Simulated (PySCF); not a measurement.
## C₆ coefficients of unlike pairs at revPBE

Calculated with PySCF 2.14 from the dipole response of each species, C₆(A,B) = (3/π) ∫ α_A(iu) α_B(iu) du, in atomic units, from isotropic polarisabilities. For ions this is the dispersion term alone; charge-induced terms of lower order in 1/R come first.

```json
{"species": "O²⁺", "configuration": "[He] 2s2 2p2 (3P)", "basis": "aug-cc-pwCVQZ (9s8p6d4f2g)", "relativity": "none", "α (bohr³)": "1.752", "C₆ (like pair)": "2.350"}
{"species": "Co²⁺", "configuration": "[Ar] 3d7 (4F)", "basis": "def2-TZVPPD (6s6p4d2f1g)", "relativity": "none", "α (bohr³)": "2.904", "C₆ (like pair)": "6.835"}
{"species": "Li", "configuration": "[He] 2s1 (2S)", "basis": "dyall-acv3z (15s9p3d)", "relativity": "none", "α (bohr³)": "142.5", "C₆ (like pair)": "1137"}
{"species": "Ne⁺", "configuration": "[He] 2s2 2p5 (2P)", "basis": "aug-cc-pVQZ with one added diffuse shell each of s, p, d, f, g type (7s6p5d4f3g)", "relativity": "none", "α (bohr³)": "1.407", "C₆ (like pair)": "2.480"}
```

Estimate C₆ for Co²⁺ with O²⁺.

The integral gives 3.956. The combination rule 2 C_A C_B / (C_A α_B/α_A + C_B α_A/α_B) gives 4.007 and the geometric mean 4.008.

No spin-orbit coupling is included.

The other pairs:

```json
{"pair": "Ne⁺, Li", "C₆": "22.12"}
{"pair": "Ne⁺, O²⁺", "C₆": "2.370"}
{"pair": "Li, Co²⁺", "C₆": "43.39"}
{"pair": "Li, O²⁺", "C₆": "26.47"}
{"pair": "Ne⁺, Co²⁺", "C₆": "4.081"}
```
